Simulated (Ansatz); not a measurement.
Basis-set series for `O=C=[N][Zr]([OH])([F])[Cl]`. The species carries charge 0 and has multiplicity 1. Zr takes the def2 core potential. All single points use the PBE0-D4/def2-TZVP geometry. It is one conformer, not always the lowest.

Cartesian coordinates in Å:
```
O 1.114 -3.388 -0.006
C 0.746 -2.293 0.124
N 0.366 -1.160 0.262
Zr -0.278 0.763 0.382
O -0.657 1.413 -1.351
F -1.857 0.824 1.428
Cl 1.388 2.083 1.385
H -0.822 1.758 -2.224
```

| functional | basis | functions | energy (Eh) | HOMO (eV) | LUMO (eV) |
| --- | --- | --- | --- | --- | --- |
| PBE0-D4 | def2-SVP | 124 | -850.38906 | -8.86 | -1.63 |
| PBE0-D4 | def2-TZVPP | 267 | -850.96635 | -8.96 | -1.77 |
| ωB97M-V | def2-SVP | 124 | -850.71018 | -11.02 | 0.50 |
| ωB97M-V | def2-TZVPP | 267 | -851.29494 | -11.16 | 0.31 |

Task: Give the rows for def2-QZVPP. (Estimate.)

Result: Computed: 
| functional | basis | functions | energy (Eh) | HOMO (eV) | LUMO (eV) |
| --- | --- | --- | --- | --- | --- |
| PBE0-D4 | def2-QZVPP | 466 | -851.00115 | -8.98 | -1.79 |
| ωB97M-V | def2-QZVPP | 466 | -851.32759 | -11.19 | 0.18 |

Positive LUMOs are unbound and depend on the basis.
